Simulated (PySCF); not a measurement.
# Reading the logs of faulty runs: ClH5NSi2

All numbers below are calculated, not measured. The program is PySCF 2.14.0, an open-source quantum chemistry code, run on an isolated molecule that a program drew, which may never have been made. The molecule is ClH5NSi2 (charge 0, doublet), drawn as the SMILES string `[SiH3]N[SiH]Cl`.

Each row is a Hartree-Fock (HF) and frozen-core CCSD(T) single point in the cc-pV(D+d)Z basis, meant for a local HF minimum. Run 1 is clean. Each other run has one planted mistake out of seven kinds, and not every kind appears here: one electron removed, one electron added, multiplicity raised by two, geometry at a saddle point, minimal basis STO-3G, one bond length entered in bohr, all coordinates scaled. The reference is restricted for singlets and unrestricted otherwise, and also for a bond in bohr. Adding or removing an electron swaps singlet and doublet. Electrons count all cores. HOMO and LUMO are orbital energies over both spins, the gradient is its largest component, and the lowest frequency (negative if imaginary) is given only where the gradient is small. Bond lengths are over the 8 bonds as drawn. T1 is the CCSD diagnostic: over 0.02 (restricted) or 0.045 (unrestricted) a single reference is doubtful.

Geometry of the clean run:
```xyz
9
ClH5NSi2, angstrom
Si   -0.6910   -2.2245    0.2531
N    -0.6980   -0.6324    0.9620
Si   -0.4180    0.8986    0.2388
Cl    1.5837    1.1938   -0.2852
H     0.4739   -3.0221    0.6964
H    -1.9181   -2.9589    0.6347
H    -0.6437   -2.0479   -1.2129
H    -0.7941   -0.6051    1.9645
H    -0.7597    1.9475    1.2218
```

| run | electrons | basis functions | <S^2> | HOMO (eV) | LUMO (eV) | gradient (hartree/bohr) | lowest frequency (cm^-1) | mean bond (Å) | longest bond (Å) | T1 | HF (hartree) | CCSD(T) (hartree) | mistake |
|---|---|---|---|---|---|---|---|---|---|---|---|---|---|
| 1 | 57 | 108 | 0.753 | -9.20 | 1.46 | 1.4e-05 | 46 | 1.5589 | 2.090 | 0.0130 | -1094.80457 | -1095.35893 | no fault |
| 2 | 57 | 108 | 3.762 | -3.08 | -1.26 | 8.1e-02 | - | 1.5589 | 2.090 | 0.0287 | -1094.56709 | -1095.11252 | multiplicity raised by two |
| 3 | 57 | 108 | 1.379 | -9.76 | 0.99 | 2.7e-02 | - | 1.6710 | 2.090 | 0.0471 | -1094.67612 | -1095.23007 | ? |
| 4 | 56 | 108 | 0.000 | -16.28 | -7.09 | 7.6e-02 | - | 1.5589 | 2.090 | 0.0223 | -1094.50303 | -1095.06530 | ? |

**Which mistake was planted in run 3, and what did it cost?**

The mean bond changes by a factor of 1.072 and the longest by 1.000, so the molecule wasn't scaled as a whole. A length L in bohr read as angstrom grows by (1/0.5292 - 1) L = 0.890 L. The 8 bonds together grew by 8 x 0.1121 = 0.897 Å, which gives L = 1.008 Å. That is bond N2-H8, 1.008 Å in the clean geometry. So the mistake is: one bond length entered in bohr. Subtracting run 1 and multiplying by 627.51 kcal/mol a hartree, the energy moved by 80.6 kcal/mol in HF and 80.9 kcal/mol in CCSD(T).

**Which mistake was planted in run 4, and what did it cost?**

It counts 56 electrons, one fewer than the clean run, at the same geometry and basis. So the mistake is: one electron removed. Subtracting run 1 and multiplying by 627.51 kcal/mol a hartree, the energy moved by 189.2 kcal/mol in HF and 184.3 kcal/mol in CCSD(T).

Cautions from the logs. Run 3: T1 is over the limit, so its CCSD(T) energy is less reliable; run 4: T1 is over the limit, so its CCSD(T) energy is less reliable.
